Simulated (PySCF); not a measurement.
Magnetisability: `C#Cc1ccccc1N`, C₈H₇N

Molfile (atoms numbered from 1):
```
C8H7N
     RDKit          3D

 16 16  0  0  0  0  0  0  0  0999 V2000
   -2.4719    1.8724    0.8986 C   0  0  0  0  0  0  0  0  0  0  0  0
   -1.4717    1.3018    0.5557 C   0  0  0  0  0  0  0  0  0  0  0  0
   -0.3095    0.6102    0.1390 C   0  0  0  0  0  0  0  0  0  0  0  0
    0.8095    1.3192   -0.2887 C   0  0  0  0  0  0  0  0  0  0  0  0
    1.9437    0.6549   -0.7131 C   0  0  0  0  0  0  0  0  0  0  0  0
    1.9662   -0.7319   -0.7101 C   0  0  0  0  0  0  0  0  0  0  0  0
    0.8649   -1.4494   -0.2866 C   0  0  0  0  0  0  0  0  0  0  0  0
   -0.2891   -0.7978    0.1458 C   0  0  0  0  0  0  0  0  0  0  0  0
   -1.3627   -1.5059    0.6329 N   0  0  0  0  0  0  0  0  0  0  0  0
   -3.3324    2.3893    1.2035 H   0  0  0  0  0  0  0  0  0  0  0  0
    0.7725    2.3990   -0.2862 H   0  0  0  0  0  0  0  0  0  0  0  0
    2.8059    1.2128   -1.0459 H   0  0  0  0  0  0  0  0  0  0  0  0
    2.8485   -1.2590   -1.0430 H   0  0  0  0  0  0  0  0  0  0  0  0
    0.8853   -2.5304   -0.2859 H   0  0  0  0  0  0  0  0  0  0  0  0
   -2.2325   -1.0028    0.7058 H   0  0  0  0  0  0  0  0  0  0  0  0
   -1.4344   -2.4736    0.3670 H   0  0  0  0  0  0  0  0  0  0  0  0
  1  2  3  0
  2  3  1  0
  3  4  2  0
  4  5  1  0
  5  6  2  0
  6  7  1  0
  7  8  2  0
  8  9  1  0
  8  3  1  0
  1 10  1  0
  4 11  1  0
  5 12  1  0
  6 13  1  0
  7 14  1  0
  9 15  1  0
  9 16  1  0
M  END
```

Method: GIAO HCTH407/6-311G** magnetisability, non-relativistic, IEF-PCM dichloromethane (PySCF). Geometry: GFN2-xTB.

(1) What are the magnetisability and the molar susceptibility?

(2) Split it along the inertial axes a, b, c into diamagnetic and paramagnetic parts about the centre of mass, with the quadrupole moment.

Answers

(1) Isotropic -1272 × 10⁻³⁰ J/T², or -76.6 × 10⁻⁶ cm³/mol; principal values -1802, -1051, -962 × 10⁻³⁰ J/T², anisotropy 799 × 10⁻³⁰ J/T² (root of half the summed squared differences of the principal values). The susceptibility is in cgs units.

(2) 
| axis | χ (10⁻⁶ cm³/mol) | diamagnetic (10⁻⁶ cm³/mol) | paramagnetic (10⁻⁶ cm³/mol) | summed x² of all electrons (Å²) | quadrupole Θ (D Å) |
| --- | --- | --- | --- | --- | --- |
| a | -61.9 | -501.5 | 439.5 | 195.5 | +6.93 |
| b | -59.3 | -880.0 | 820.7 | 106.3 | +7.31 |
| c | -108.5 | -1280.2 | 1171.7 | 11.9 | -14.24 |

Anisotropies 2χaa − χbb − χcc = +43.9 and 2χbb − χaa − χcc = +51.9 × 10⁻⁶ cm³/mol. Θ is traceless in Buckingham's convention.
